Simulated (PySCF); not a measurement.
AlH₄, SMILES [AlH4-], charge -1. Atoms are numbered in the order given.

```xyz
5

Al     0.0000     0.0000     0.0000
H      0.9554     0.9554     0.9554
H     -0.9554     0.9554    -0.9554
H     -0.9554    -0.9554     0.9554
H      0.9554    -0.9554    -0.9554
```
Charge -1, spin multiplicity 1.

The structure is a stationary point at PBE-D3(BJ)/def2-TZVPD. The isomer is the one that the SMILES or the coordinates give; other isomers of the formula were not compared.

All values below come from PySCF with PBE-D3(BJ)/def2-TZVPD.

Frequencies are harmonic and unscaled.

Modes within 1.5 cm⁻¹ of each other (mostly degenerate sets) share a row, with their intensities summed.

| mode | ν (cm⁻¹) | IR (km/mol) | moving atoms (share of kinetic energy) |
|---|---|---|---|
| 1–2 | 729 | 0.0 | H 100 % |
| 3–5 | 736 | 1115.6 | H 91 %, Al 9 % |
| 6–8 | 1606 | 1769.7 | H 96 % |
| 9 | 1680 | 0.0 | H 100 % |
